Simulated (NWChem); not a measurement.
System: BH3S2; SMILES SBS

```xyz
6

B      0.0000     0.0000    -0.6984
H      0.0000     0.0000    -1.8870
S     -1.5554     0.0000     0.2212
H     -2.3756     0.0000    -0.8499
S      1.5554     0.0000     0.2212
H      2.3756     0.0000    -0.8499
```
Atoms are numbered in this order, from 1.

Results from NWChem. Pople sets run with spherical d functions. All runs use the structure optimised with B3LYP/6-31G* (spherical d). Level M06-2X/6-31G*: energy and gradient on several grids; changes count from the extra-fine grid, which is no exact limit either.

```
grid     size of the energy change (μHa)  largest change of a gradient component (μHa/bohr)
-------  -------------------------------  -------------------------------------------------
xcoarse                             2000                                               2000
coarse                               100                                                500
medium                                30                                                200
fine                                < 10                                                 90
xfine                               < 10                                               < 30
```
